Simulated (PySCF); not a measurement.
Ta(O)(F)3 anion (F3OTa), SMILES [O]=[Ta]([F])([F])[F] (connectivity only; charge and spin as stated), charge -1, multiplicity 2.

Geometry optimised at PBE-D3(BJ)/def2-SVPD. The multiplicity is an assumed one; other spin states were not compared. The isomer is the one that the SMILES or the coordinates give; other isomers of the formula were not compared. The def2 effective core potentials stand for the cores of Ta; spin–orbit coupling is left out.

The numbers are results of PBE-D3(BJ)/def2-SVPD (PySCF), not measurements.

Frequencies are harmonic and unscaled.

```
mode  ν (cm⁻¹)  IR (km/mol)  moving atoms (share of kinetic energy)
----  --------  -----------  --------------------------------------
1          139         28.6                 F 81 %, O 10 %, Ta 10 %
2          139          1.4                         F 74 %, Ta 19 %
3          159          0.1                          F 49 %, O 46 %
4          175          9.1                         F 84 %, Ta 13 %
5          255          4.8                          O 59 %, F 38 %
6          513        117.8                         F 90 %, Ta 10 %
7          556        215.0                         F 84 %, Ta 16 %
8          568         29.3                                  F 97 %
9          889        181.5                                  O 92 %
```
